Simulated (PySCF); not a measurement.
# Deuteron quadrupole couplings in methylenecyclohexane

Species: methylenecyclohexane, C₇H₁₂.
Structure used (PBE0-D3(BJ)/def2-SVP), in Å, numbered top down from 1:
```
atom  x, y, z in Å
C1     2.1153   -1.1151    0.8013
C2     1.1017   -0.6151    0.0873
C3    -0.1690   -1.3761   -0.1756
C4    -1.3944   -0.5792    0.2802
C5    -1.4079    0.8178   -0.3310
C6    -0.1165    1.5698   -0.0278
C7     1.1112    0.7766   -0.4838
H8     3.0222   -0.5326    0.9884
H9     2.0744   -2.1261    1.2174
H10   -0.1370   -2.3625    0.3115
H11   -0.2534   -1.5583   -1.2639
H12   -2.3173   -1.1235    0.0224
H13   -1.3752   -0.4949    1.3810
H14   -2.2777    1.3875    0.0344
H15   -1.5310    0.7341   -1.4265
H16   -0.1251    2.5624   -0.5065
H17   -0.0439    1.7447    1.0601
H18    1.0929    0.7056   -1.5880
H19    2.0411    1.2996   -0.2132
```

Level: PBE0/pcSseg-1 (PySCF, non-relativistic); Q(2H) = 0.00286 b; rigid geometry, the same for H and D, with no vibrational averaging.

Question: Rank these positions by the coupling χzz of a deuteron there, largest first.
A. H13 (methylene hydrogen)
B. H8 (vinylic hydrogen)
C. H10 (methylene hydrogen)

Answer: B (206 kHz), C (194 kHz), A (190 kHz).

Q: What are Vzz, η and χzz (234.96 MHz × Q × Vzz) at all hydrogens?

A: 
| atom | bonded to | bond length (Å) | Vzz (au) | η | χzz (kHz) |
| --- | --- | --- | --- | --- | --- |
| H8 | C1 | 1.094 | 0.3072 | 0.07 | 206 |
| H9 | C1 | 1.094 | 0.3072 | 0.07 | 206 |
| H10 | C3 | 1.101 | 0.2892 | 0.03 | 194 |
| H11 | C3 | 1.107 | 0.2797 | 0.01 | 188 |
| H12 | C4 | 1.102 | 0.2882 | 0.02 | 194 |
| H13 | C4 | 1.104 | 0.2822 | 0.02 | 190 |
| H14 | C5 | 1.102 | 0.2885 | 0.02 | 194 |
| H15 | C5 | 1.106 | 0.2811 | 0.01 | 189 |
| H16 | C6 | 1.102 | 0.2882 | 0.02 | 194 |
| H17 | C6 | 1.104 | 0.2822 | 0.02 | 190 |
| H18 | C7 | 1.107 | 0.2797 | 0.01 | 188 |
| H19 | C7 | 1.101 | 0.2892 | 0.03 | 194 |

Q: How does χzz go with the bond length over the 12 C–H bonds?

A: A straight-line fit has a slope of -14.9 kHz for each 0.01 Å, with a correlation coefficient of -0.99, over lengths from 1.094 to 1.107 Å. The longer bonds have the smaller couplings here.

Isolated species at its PBE0-D3(BJ)/def2-SVP geometry (one conformer only). The basis is small and wasn't made for field gradients, so the couplings can be 20 % off.
